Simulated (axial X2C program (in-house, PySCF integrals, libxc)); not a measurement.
**Photoelectron levels of MgHg by EOM-IP-CCSD**

Computed with an axial X2C code built on PySCF integrals: two-component X2C with atomic mean-field Coulomb and Gaunt terms, Gaussian nuclei, basis Hg dyall-cv3z, Mg dyall-cv3z with contracted cores.

R = 3.577 Å (1.045 times 3.423 Å, the PBE0 minimum at charge 0 for the lowest determinant).

Vertical ionisation energies of MgHg to the states of MgHg⁺:

| Ω of MgHg⁺ | vertical IE (eV) | above lowest (cm⁻¹) | ionised spinor | one-hole weight |
| --- | --- | --- | --- | --- |
| 1/2 | 7.171 | 0 | 80% Mg sσ, 10% Hg pσ | 0.97 |
| 1/2 | 10.200 | 24431 | 84% Hg sσ, 8% Mg sσ, 6% Mg pσ | 0.90 |

This point took 11 s on 1 thread of Arm Neoverse V1, with other jobs on the host.

Reference electrons by ω block (each with its −ω partner): 1/2: 27, 3/2: 13, 5/2: 5, 7/2: 1. 14 electrons of MgHg correlated (inner shells frozen), 92 natural virtual spinors (a truncated set); levels can be off by some tenths of an eV. Roots sought by Ω: (1/2: 4, 3/2: 3, 5/2: 1); the list ends where they run out and leaves out roots under 60 % one-particle weight. The solver can skip a root, and states that need a further excitation, which the method places far too high, are missing though they may lie low or lowest. T1 of the reference 0.013 (Lee–Taylor). Number of frozen shells: Hg 5 s, 4 p, 2 d, 1 f; Mg 2 s, 1 p.
